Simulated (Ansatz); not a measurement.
Relaxing a trial structure of CH4Al2B

The starting geometry of this gas-phase doublet was optimised with GFN2-xTB; its bonds are those of `[AlH2][C]1[BH][AlH]1`.

```yaml
atoms:
  - { symbol: C, position_ang: [-0.3339, -0.3038, -0.1442] }
  - { symbol: Al, position_ang: [-0.0778, -1.9955, -1.0879] }
  - { symbol: Al, position_ang: [0.3771, 1.5256, 0.2598] }
  - { symbol: B, position_ang: [-1.2963, 0.3458, 0.7109] }
  - { symbol: H, position_ang: [0.9773, -3.0679, -0.6766] }
  - { symbol: H, position_ang: [-0.8703, -2.4217, -2.3629] }
  - { symbol: H, position_ang: [-2.2569, 0.5147, 1.3408] }
  - { symbol: H, position_ang: [1.5600, 2.5734, 0.0236] }
```

Task: Predict what it relaxes into with PBE0-D3(BJ)/def2-SVP.

Result: A new bond forms, giving a structure with H8 bridging Al3 and Al2, given below by its coordinates. Distances that change by over a tenth: Al2–H8 (4.98 → 1.95 Å), Al3–B4 (2.10 → 2.36 Å). Contacts that close: Al2–Al3 (3.80 → 2.67 Å).

The energy falls by 0.52 eV over 23 steps:

```tsv
step	E − E(last) (eV)
1	0.518
3	0.281
6	0.223
8	0.187
11	0.165
13	0.160
16	0.066
18	0.001
21	0.000
23	0.000
```

Final geometry (Å):

```yaml
atoms:
  - { symbol: C, position_ang: [-0.9227, -0.4356, 0.1971] }
  - { symbol: Al, position_ang: [0.3437, -1.3193, -1.0415] }
  - { symbol: Al, position_ang: [0.2109, 1.1165, 0.0456] }
  - { symbol: B, position_ang: [-1.7415, 0.2541, 1.0474] }
  - { symbol: H, position_ang: [1.4292, -2.2811, -0.3925] }
  - { symbol: H, position_ang: [-0.0802, -1.3913, -2.5711] }
  - { symbol: H, position_ang: [-2.4585, 0.8484, 1.7878] }
  - { symbol: H, position_ang: [1.2985, 0.3790, -1.0094] }
```

Frequencies at the end are all real (lowest 159 cm⁻¹). Open shells are spin-unrestricted. Run with Ansatz 0.2.0, 82 s on 2 threads of Intel(R) Xeon(R) Platinum 8259CL CPU @ 2.50GHz (Skylake/Cascade Lake) (shared host).
